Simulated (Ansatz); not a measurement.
Cost and result up the ladder for Ga7Sb7 (14 atoms). Charge 0, multiplicity 1. Geometry: r2SCAN-D4/def2-SVP, loosely relaxed.

| atom | x (Å) | y (Å) | z (Å) |
| --- | --- | --- | --- |
| Ga1 | -2.719 | 2.664 | -1.132 |
| Ga2 | -3.472 | 0.151 | 0.188 |
| Ga3 | 1.013 | -2.156 | 2.411 |
| Ga4 | -0.222 | 1.716 | -1.757 |
| Ga5 | 3.483 | -0.922 | 1.376 |
| Ga6 | -0.949 | -1.250 | 1.217 |
| Ga7 | 2.225 | -0.294 | -1.157 |
| Sb8 | -2.944 | -0.395 | 2.543 |
| Sb9 | 4.167 | 0.942 | -0.161 |
| Sb10 | -0.616 | 3.823 | -0.418 |
| Sb11 | 0.499 | -0.274 | -3.178 |
| Sb12 | 3.303 | -2.697 | 3.182 |
| Sb13 | -4.073 | 0.838 | -2.186 |
| Sb14 | 0.307 | -2.147 | -0.926 |

Ansatz on 2 threads of AMD EPYC 7R13 on a shared host and a share (18 GiB) of an NVIDIA H100 80GB HBM3. Times are rough, and most runs start from the orbitals of an earlier one. PBE0-D4/def2-TZVP serves as the yardstick here, not as an exact answer. Differences are given only for rows in sets of like size (and for xTB, whose basis is part of the method), since another set adds its own error. Binding counts from free atoms at the same level (Ga doublet, Sb quartet; other spins of the atoms weren't run), without zero-point energy or a counterpoise term.

In the def2 sets Sb takes a core potential; there is no spin–orbit coupling. B3LYP takes the VWN-RPA correlation. Correlated methods freeze 91 core orbitals; core or outer-core shells of Ga, Sb are correlated, in sets that lack core-valence functions. The rows differ in basis, and correlated rows in double-zeta sets carry the largest basis error. Single mean-field runs in def2-SVP, def2-TZVP are fitted with def2-universal-jkfit. Another isomer (singlet) lies 2.67 eV lower at PBE0-D4/def2-TZVP; other spin states weren't run for this one.

Correlated methods converge slowly with the basis, most of all in double-zeta sets.

```tsv
level	functions	wall time
PBE-D4/def2-SVP	406	3.6 s
PBE0-D4/def2-SVP	406	4.6 s
r2SCAN-D4/def2-TZVP	686	6 s
PBE0-D4/def2-TZVP	686	7 s
PBE-D4/def2-TZVP (with forces)	686	7 s
B3LYP-D4/def2-TZVP	686	7 s
MP2/def2-SVP	406	9.1 s
RPA@PBE/def2-SVP	406	12 s
```

Q: Estimate what each level gives for the binding energy per atom (eV).

A: 
| level | binding energy per atom (eV) | difference from PBE0-D4/def2-TZVP (eV) | remarks |
| --- | --- | --- | --- |
| PBE-D4/def2-SVP | 2.33 | – | loose geometry |
| PBE0-D4/def2-SVP | 2.21 | – | loose geometry |
| r2SCAN-D4/def2-TZVP | 2.24 | 0.00 | loose geometry |
| PBE0-D4/def2-TZVP | 2.24 | 0.00 | loose geometry |
| PBE-D4/def2-TZVP (with forces) | 2.36 | 0.12 | loose geometry |
| B3LYP-D4/def2-TZVP | 2.16 | -0.08 | loose geometry |
| MP2/def2-SVP | 2.00 | – | loose geometry |
| RPA@PBE/def2-SVP | 1.76 | – | loose geometry |
